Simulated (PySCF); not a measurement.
# Relaxation of singlet H₃IS

Level of theory: PBE0 in PySCF with I def2-TZVP with ECP28, S def2-TZVP, H def2-TZVP; scalar-relativistic core potentials, no spin–orbit coupling; density-fitted integrals. A (50,194) grid was used.

A start displaced from a saddle point along its imaginary mode, of Cs symmetry, held to at least that symmetry:

```xyz
5
charge 0 multiplicity 1, angstrom
I     0.0000    0.4513   -0.0027
S     0.0000   -1.8975    0.0030
H     1.7041    0.6242    0.0657
H     0.0000    2.1199    0.1200
H    -1.7041    0.6242    0.0657
```

Optimiser trace:
```csv
step,E − E(last) (kJ/mol),largest gradient (Eh/bohr)
0,58.07,0.01243
1,43.85,0.02361
2,21.13,0.01436
3,12.12,0.01652
4,9.38,0.01581
5,8.56,0.01824
6,3.51,0.00624
7,1.92,0.00570
8,0.33,0.00267
9,0.03,0.00134
10,0.00,0.00029
11,0.00,0.00010
```

It ends at Cs with I–H 1.682 Å, I–H 1.760 Å (×2), I–S 2.278 Å; H–I–H 82.0° (×2), H–I–H 158.1°, H–I–S 88.8° (×2), H–I–S 126.5° (after a last refinement on a finer grid). A frequency run shows a minimum. Other isomers or separated fragments may lie lower.

Final geometry:
Coordinates in bohr (charge 0 multiplicity 1):
```
I     0.0000    0.7857   -0.2934
S     0.0000   -3.2885    1.0973
H     3.2651    0.9219    0.3238
H     0.0000    3.4002    1.5146
H    -3.2651    0.9219    0.3238
```

The relaxation took of the order of 60 core-seconds on a shared host.
